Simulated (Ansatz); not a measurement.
CH9AlSi3, SMILES `[AlH2][SiH2][SiH]1C[SiH2]1`. Total charge 0; spin multiplicity 1.

```xyz
14

Al   -1.7850    1.0396    0.3651
Si   -1.3627   -1.3963    0.3579
Si    0.8381   -1.3097   -0.3399
C     1.7168    0.1612    0.5064
Si    0.9629    0.8110   -1.0868
H    -2.8508    1.6463   -0.6444
H    -1.2598    1.8771    1.6110
H    -1.4946   -2.1021    1.6668
H    -2.1430   -2.1554   -0.6598
H     1.7168   -2.4024   -0.8293
H     2.8045    0.1091    0.4436
H     1.3904    0.5075    1.4830
H    -0.3129    1.6080   -0.8414
H     1.7793    1.6060   -2.0320
```

Give the diagnostics of a CCSD(T)/def2-TZVPP run (frozen core, the Gaussian-basis code of Ansatz). (Best estimate.)

The calculation gave: T1 = 0.0142, largest single amplitude 0.013, largest double 0.035, (T) share of the correlation energy 4.2 %, 9 CCSD cycles. The RHF solution is stable towards an unrestricted one. T1 lies under the customary mark of 0.02 for closed shells.
